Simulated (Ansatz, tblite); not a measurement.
Isomers of Si₃S₄⁻ (doublet), found by a short tight-binding search and relaxed with PBE-D4/def2-SVPD in Ansatz.

The xTB rows come from tblite. B3LYP takes the VWN-RPA correlation. Correlated methods freeze 35 core orbitals.

Run but left out: HF/STO-3G (D: ⟨S²⟩ 1.15, where a pure state has 0.75).

B: At HF/def2-TZVPD, MP2/def2-TZVPD the charge -1 doublet is spin-contaminated (final ⟨S²⟩ up to 0.84, 0.75 for a pure state). C: At HF/def2-TZVPD, MP2/def2-TZVPD the charge -1 doublet is spin-contaminated (final ⟨S²⟩ up to 0.86, 0.75 for a pure state). E: At HF/def2-TZVPD, MP2/def2-TZVPD the charge -1 doublet is spin-contaminated (final ⟨S²⟩ up to 0.84, 0.75 for a pure state).

Other spin states weren't relaxed.

A:

Cartesian coordinates in Å:
```
Si -0.3731 0.3713 -1.2004
Si 1.3167 -2.4012 0.3394
Si -0.2460 0.7577 1.0409
S -0.8877 2.2950 2.1668
S -1.1680 1.4539 -2.6966
S 0.5783 -1.5374 -1.5507
S 0.7798 -0.9391 1.9007
```

B:

```xyz
7

Si    0.463   -1.458   -1.359
Si   -0.007   -0.167    1.133
Si    0.212    1.009   -1.008
S     1.544   -1.617    0.625
S    -0.315    2.619   -2.093
S    -0.366    0.607    2.964
S    -1.532   -0.992   -0.262
```

C:

```xyz
7

Si    0.400    0.333   -0.852
Si    0.005   -1.664    1.432
Si   -1.367    0.516    1.641
S     1.765   -1.000    0.268
S    -1.461   -0.897   -0.252
S    -0.105    1.969    0.549
S     0.763    0.743   -2.786
```

D:

```
atom    x (Å)    y (Å)    z (Å)
 Si1   1.7472   0.4153   1.5767
 Si2  -1.2808   1.0244  -0.3783
 Si3   1.1249  -1.2764   0.1104
  S4  -2.9002   1.9911  -1.0379
  S5   1.9865  -3.0613  -0.2720
  S6   0.0399   1.8067   1.0871
  S7  -0.7175  -0.8998  -1.0861
```

E:

Cartesian coordinates in Å:
```
Si -1.477 -0.201 0.991
Si 1.108 0.289 -1.882
Si 1.315 0.802 0.548
S 0.314 -1.298 0.725
S 2.816 -0.497 -2.645
S -3.303 -0.875 1.426
S -0.773 1.779 0.838
```

Question: Estimate which lies lowest at each level, and how far above it the others are (eV).

Answer: 
| level | A | B | C | D | E |
| --- | --- | --- | --- | --- | --- |
| GFN1-xTB | 0.04 | 0.72 | 0.70 | 0.00 | 1.29 |
| GFN2-xTB | 0.22 | 0.61 | 0.32 | 0.00 | 0.27 |
| HF/def2-TZVPD | 0.43 | 0.96 | 0.10 | 0.00 | 0.57 |
| LDA (SPW92)/def2-TZVPD | 0.63 | 0.62 | 0.00 | 0.50 | 0.94 |
| PBE-D4/def2-TZVPD | 0.53 | 0.57 | 0.00 | 0.38 | 0.79 |
| r2SCAN-D4/def2-TZVPD | 0.41 | 0.56 | 0.00 | 0.22 | 0.75 |
| B3LYP-D4/def2-TZVPD | 0.36 | 0.67 | 0.00 | 0.17 | 0.60 |
| PBE0-D4/def2-TZVPD | 0.64 | 0.71 | 0.00 | 0.40 | 0.88 |
| RPA@PBE/def2-TZVPD | 0.55 | 0.64 | 0.00 | 0.33 | 0.67 |
| MP2/def2-TZVPD | 0.67 | 0.70 | 0.00 | 0.33 | 0.83 |
Point groups (tolerance 0.1 Å): A Cs, B not assigned, C Cs, D Cs, E not assigned. Lower isomers may exist.
